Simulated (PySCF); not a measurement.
BiAs: from constants to spectrum

RHF-CCSD(T) constants of BiAs, ¹Σ⁺ (singlet), closed shell (basis Bi cc-pVDZ-PP with ECP60, As cc-pVDZ-PP with ECP10; scalar-relativistic core potentials; PySCF 2.14; masses 208.9804 and 74.9216 u):

- ωe: 283.5 cm⁻¹
- ωexe: 0.72 cm⁻¹
- Be: 0.051745 cm⁻¹
- αe: 0.000146 cm⁻¹
- De to Bi + As: 2.17 eV

What force constant and bond length do these constants imply?

Reduced mass μred = 55.150 u; k = 5.8918×10⁻⁷·μred·ωe² (u, cm⁻¹, mdyn/Å) = 2.61 mdyn/Å; Re = √(16.8576/(μred·Be)) (u, cm⁻¹, Å) = 2.430 Å.

Estimate the centrifugal constant D from the Kratzer relation and find the Dunham coefficient a1.

D = 4Be³/ωe² = 6.9e-09 cm⁻¹; a1 = −1 − αeωe/(6Be²) = -3.58.

Correlated steps freeze 8 core orbitals. Correlated levels converge slowly with the basis: in double zeta they bind strong bonds too weakly, by up to about 1 eV, and carry superposition errors of some tenths. These are scalar-relativistic numbers at best; spin–orbit coupling would shift them, the dissociation energy most. Where the molecule has an RHF reference, its open-shell atoms are computed with UHF.
